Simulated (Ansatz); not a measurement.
Abridged output of a molecular run in Ansatz:

```
Functional definition: HF
2454 factors; integrals over basis functions are off by at most 8.2e-4 eV
mean field evaluation 1: about -5315.4231 eV, gradient 4.5e1 eV
mean field evaluation 2: about -5315.4240 eV, gradient 4.5e1 eV
mean field evaluation 4: about -5319.6026 eV, gradient 3.9e0 eV
mean field evaluation 8: about -5319.6529 eV, gradient 3.8e-4 eV
mean field -5319.65287329 eV, -195.4936373032 hartree, gradient 2.0e-6 eV, S^2 0.000000; 0 other end points of the search recorded, 0 dependent functions left out
4 core orbitals not correlated: weight in the atoms' cores, before any rotation towards them, 1.000 or more for the frozen orbitals, at most 0.000 for the correlated occupied ones
reference -5319.65287329 eV, -195.4936373032 hartree; 12, 12 occupied and 392, 392 virtual orbitals, 2454 factors
second order -21.44042593 eV of doubles, -0.00000000 eV of singles
cycle   1  -21.47513098 eV  change   -3.5e-2 eV  update   8.9e-2
cycle   2  -21.94301143 eV  change   -4.7e-1 eV  update   2.6e-2
cycle   3  -22.04524427 eV  change   -1.0e-1 eV  update   1.4e-2
cycle   4  -22.03206590 eV  change    1.3e-2 eV  update   3.6e-3
cycle   5  -22.03156913 eV  change    5.0e-4 eV  update   1.9e-3
cycle   6  -22.03224489 eV  change   -6.8e-4 eV  update   5.4e-4
cycle   7  -22.03192276 eV  change    3.2e-4 eV  update   1.9e-4
cycle   8  -22.03185355 eV  change    6.9e-5 eV  update   5.9e-5
cycle   9  -22.03188138 eV  change   -2.8e-5 eV  update   2.0e-5
cycle  10  -22.03188421 eV  change   -2.8e-6 eV  update   7.2e-6
perturbative correction -0.87356892 eV, -0.0321030659 hartree
Total energy: -5342.55832643 eV, -196.3353971802 hartree
```

Its atoms:

```xyz
10

N     1.143   -0.380   -0.303
C    -0.321   -0.486   -0.385
B    -0.982    0.644    0.502
O    -0.167    1.336    1.316
H     1.495    0.247   -1.016
H     1.598   -1.271   -0.448
H    -0.629   -1.443    0.056
H    -0.711   -0.509   -1.411
H    -2.155    0.891    0.506
H     0.730    0.971    1.184
```

Task: Which basis set was used?
A. def2-QZVPP
B. def2-SVPD
C. def2-TZVPPD
D. def2-SVP

Result: A. It gives 408 functions.

Task: Write the keys of the input that set method, charge and spin (a neutral closed shell needs none for the last two).

Result: 
```yaml
correlation: {method: ccsd_t}
```
